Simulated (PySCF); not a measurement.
Isomers of C3H3BF2, mass 88.030 u with the commonest isotopes. Level of theory: PySCF 2.14.0, PBE0-D3(BJ)/def2-SVP geometry optimisation, gas phase. One conformer each, none proved a minimum here; rigid rotors.

**Question.** Order these by rotational constant B, largest first.
A. `[F:1][BH:2][C:3]1=[C:4]([F:5])[CH2:6]1` with F1–B2–C3–C4 180°
B. `[F:1][B:2]([F:3])[CH:4]1[CH:5]=[CH:6]1` with F1–B2–C4–C5 -150°
C. `CC#CB(F)F`

**Answer.** B (2550 MHz), A (1825 MHz), C (1576 MHz).

**Question.** Order these by radius of gyration √(Σ m r²/M), largest first.
A. `[F:1][BH:2][C:3]1=[C:4]([F:5])[CH2:6]1` with F1–B2–C3–C4 180°
B. `[F:1][B:2]([F:3])[CH:4]1[CH:5]=[CH:6]1` with F1–B2–C4–C5 -150°
C. `CC#CB(F)F`

**Answer.** C (2.051 Å), A (1.920 Å), B (1.683 Å).

**Question.** Order these by rotational constant A, smallest first.
A. `[F:1][BH:2][C:3]1=[C:4]([F:5])[CH2:6]1` with F1–B2–C3–C4 180°
B. `CC#CB(F)F`
C. `[F:1][B:2]([F:3])[CH:4]1[CH:5]=[CH:6]1` with F1–B2–C4–C5 -150°

**Answer.** C (7619 MHz), B (9846 MHz), A (10238 MHz).

```tsv
SMILES	point group	Ia (u·Å²)	Ib (u·Å²)	Ic (u·Å²)	κ	μa (D)	μb (D)	μc (D)
CC#CB(F)F	near Cs	51.33	320.59	368.73	-0.95	3.15	0.02	0.01
FB(F)C1C=C1	Cs	66.33	198.17	234.30	-0.86	2.21	0.28	0.00
FBC1=C(F)C1	Cs	49.36	276.91	322.85	-0.94	0.98	0.46	0.01
```
